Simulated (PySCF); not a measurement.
A geometry optimisation on [MoNF5]3-, `[N]#[Mo-3]([F])([F])([F])([F])[F]` [radical].

Computed with PBE0-D3(BJ)/def2-SVP geometry optimisation, gas phase, def2 core potentials past Kr (PySCF 2.14.0). Start geometry: GFN2-xTB. The input is one job of a driver script: a line of settings, then coordinates in Å.

Input:
```
{"job": {"xc": "PBE0", "basis": "def2-SVP", "d3": "d3bj", "grid": 1, "maxiter": 40, "kind": "geom"}, "charge": -3, "multiplicity": 2}
Mo    -0.003050    -0.001270     0.356400
N     -0.020850    -0.010620     2.070220
F      0.018700     0.013120    -2.265310
F      2.089110     0.006680    -0.018890
F     -2.086930    -0.007100    -0.060150
F     -0.003200     2.085330    -0.030320
F      0.006230    -2.086140    -0.051950
```

Output:
```
step   0  E = -621.03479949  max force = 0.047761
step   1  E = -621.04524199  max force = 0.047134
step   2  E = -621.04698059  max force = 0.025722
step   3  E = -621.04741569  max force = 0.039031
step   4  E = -621.05025751  max force = 0.013614
step   5  E = -621.04950300  max force = 0.048266
step   6  E = -621.05205267  max force = 0.024200
step   7  E = -621.05355896  max force = 0.011043
step   8  E = -621.05345090  max force = 0.006179
step   9  E = -621.05467501  max force = 0.002572
step  10  E = -621.05477998  max force = 0.002041
step  11  E = -621.05473895  max force = 0.003409
step  12  E = -621.05481603  max force = 0.000811
step  13  E = -621.05482030  max force = 0.000222
optimisation converged
```

Energies in Eh; «max force» is the largest Cartesian gradient component in Eh/bohr.

How much energy does the optimisation release, in kJ/mol?

E(step 0) − E(last step) = 0.020021 Eh, which is 52.6 kJ/mol.

In short: final energy -621.05482 Eh after 13 steps.

Give the final coordinates.

0.137 Å rms from the input after alignment:
```
atom  x, y, z in Å
Mo1   -0.0028   -0.0016    0.2197
N2    -0.0187   -0.0109    1.9041
F3     0.0211    0.0116   -1.9866
F4     2.0423    0.0085   -0.0139
F5    -2.0424   -0.0076   -0.0548
F6    -0.0066    2.0424   -0.0221
F7     0.0071   -2.0425   -0.0466
```

The ion is multiply charged and computed in the gas phase, without counter-ions or solvent; whether it holds all its electrons wasn't checked.

On one thread, x86-64 server, shared host, this took 3.6 min wall.
Labels such as C1 count atoms from 1, the log's own numbers from 0.

Neither the SCF state along the optimisation nor the shape of the open-shell metal species was proved the lowest: other solutions of the same spin, or a structure of lower symmetry, can lie below.
